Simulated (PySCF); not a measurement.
## Correlation energy of Kr⁺ (krypton, charge +1)

[Ar] 3d10 4s2 4p5, 2P determinant. All numbers are calculated (PySCF 2.14, the spin-free X2C one-electron Hamiltonian (Gaussian nucleus), in x2c-SVPall (5s4p3d, 32 functions)). Frozen: [Ar] 3d10; 7 electrons correlated.

MP2 pair energies summed by pair of shells (mhartree):

```csv
pair,energy,share (%)
4p-4p,-68.41,68.0
4s-4p,-26.40,26.3
4s-4s,-5.72,5.7
```

Total MP2 correlation energy: -100.53 mhartree.

Same-spin part -25.44 and opposite-spin part -75.09 mhartree; SCS-MP2 scales them by 1/3 and 6/5 to -98.59 mhartree.

```csv
level,correlation energy (mhartree)
CCSD,-115.08
(T),-1.27
CCSD(T),-116.35
```

Diagnostics: T1 = 0.0046, D1 = 0.0165, largest double amplitude 0.050.

Cost of the coupled-cluster step: 0.14 s of wall time on 1 thread of Neoverse-V1 (shared host), for 7 correlated electrons.

Iterations:

```
CC2 = 0
CCSD nocc = (np.int64(4), np.int64(3)), nmo = (18, 18)
frozen orbitals [[0, 1, 2, 3, 4, 5, 6, 7, 8, 9, 10, 11, 12, 13], [0, 1, 2, 3, 4, 5, 6, 7, 8, 9, 10, 11, 12, 13]]
max_cycle = 100
direct = 0
conv_tol = 1e-08
conv_tol_normt = 1e-06
diis_space = 8
diis_start_cycle = 0
Init t2, MP2 energy = -0.100528412568737
Init E_corr(UCCSD) = -0.100528412577383
cycle = 1  E_corr(UCCSD) = -0.112344487507801  dE = -0.0118160749  norm(t1,t2) = 0.0285613
cycle = 2  E_corr(UCCSD) = -0.114317079087179  dE = -0.00197259158  norm(t1,t2) = 0.00838251
cycle = 3  E_corr(UCCSD) = -0.115093831141349  dE = -0.000776752054  norm(t1,t2) = 0.00303947
cycle = 4  E_corr(UCCSD) = -0.115075672561525  dE = 1.81585798e-05  norm(t1,t2) = 0.000242151
cycle = 5  E_corr(UCCSD) = -0.115077080652951  dE = -1.40809143e-06  norm(t1,t2) = 4.71448e-05
cycle = 6  E_corr(UCCSD) = -0.115077057966199  dE = 2.26867519e-08  norm(t1,t2) = 6.82541e-06
cycle = 7  E_corr(UCCSD) = -0.115077079836942  dE = -2.18707424e-08  norm(t1,t2) = 1.16606e-06
cycle = 8  E_corr(UCCSD) = -0.11507707195413  dE = 7.88281229e-09  norm(t1,t2) = 2.18534e-07
UCCSD converged
E(UCCSD) = -2787.318950315034  E_corr = -0.1150770719541296
UCCSD(T) correction = -0.00127105600924965
```
